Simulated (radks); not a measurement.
W I, 74 electrons, occupied as [Xe] 4f14 5d3 6s2 6d1 (not the ground configuration).

Method: scalar-relativistic Kohn-Sham, exchange-only PBE, spin-unpolarised, spherical densities, finite nucleus; Fermi nuclear charge, rms radius 5.3658 fm; computed with a radial shooting solver on a logarithmic mesh with Libxc functionals.

Energy parts (hartree):
| part | energy |
|---|---|
| total | -16135.3511 |
| kinetic | 17776.8996 |
| electron-nucleus | -39878.4638 |
| Hartree | 6284.1595 |
| exchange | -317.9464 |

Orbitals (lengths in bohr, moments of r in powers of bohr):
orbital  occ.  eigenvalue (hartree)   <1/r>
1s          2             -2553.264   87.05
2s          2             -440.9079   20.35
2p          6             -385.7207   18.45
3s          2             -101.7109   7.538
3p          6             -85.36109   6.961
3d         10             -66.52995   6.577
4s          2             -21.15234   3.204
4p          6             -15.78777   2.911
4d         10              -8.98212   2.589
5s          2              -3.12745   1.255
5p          6              -1.80517   1.056
4f         14              -1.44193   2.084
5d          3              -0.35077  0.6830
6s          2              -0.34657  0.4309
6d          1              -0.01628  0.1159

The highest occupied level is 6d at -0.443 eV. The density falls to 0.001 e/bohr^3 at r = 4.59 bohr.
